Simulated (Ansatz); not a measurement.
`[CH3][Zn][PH2]` + `[SiH3]S` → `[CH3][Zn][S][SiH3]` + PH₃  (cleavage of the Zn–P bond)

Computed with Ansatz on PBE0-D4/def2-TZVP structures; ΔE is electronic, products minus reactants. CCSD(T)/CBS adds triple-zeta CCSD(T) − MP2 to the extrapolated MP2 energy (def2 sets, frozen cores). This one scheme is used for every species. DFT in def2-TZVPP. For Zn outer-core shells are correlated without core-valence functions, which leaves a few kJ/mol of doubt a bond. Scalar relativity is left out up to krypton. One conformer a species, not always the lowest.

| species | ωB97M-V energy (Eh) |
| --- | --- |
| `[CH3][Zn][PH2]` | -2161.73769 |
| `[SiH3]S` | -690.07088 |
| `[CH3][Zn][S][SiH3]` | -2508.71438 |
| PH₃ | -343.11573 |

(1) Work out ΔE.

Largest T1 diagnostic among the species: 0.014.

Answers

(1) ΔE = (-2508.71438) + (-343.11573) − (-2161.73769) − (-690.07088) = -0.02154 Eh = -56.6 kJ/mol. CCSD(T)/CBS gives -59.6 kJ/mol.

Leaving LDA and LC-ωPBE aside and taking each functional with its dispersion term where it has one, the values, not all of them listed here, spread over 12.0 kJ/mol, from BHLYP-D4 to PBE-D4. From PBE to PBE0 (25 % exact exchange), in def2-TZVPP and without D4, ΔE moves by −4.2 kJ/mol. The D4 term adds −3.3 kJ/mol with B3LYP and −1.9 kJ/mol with PBE0; it sums over pairs of atoms, weighted by their polarisabilities, and B3LYP, whose exchange is more repulsive, gets the larger term.

B3LYP here is the variant with VWN-RPA as its local correlation; programs differ in this.
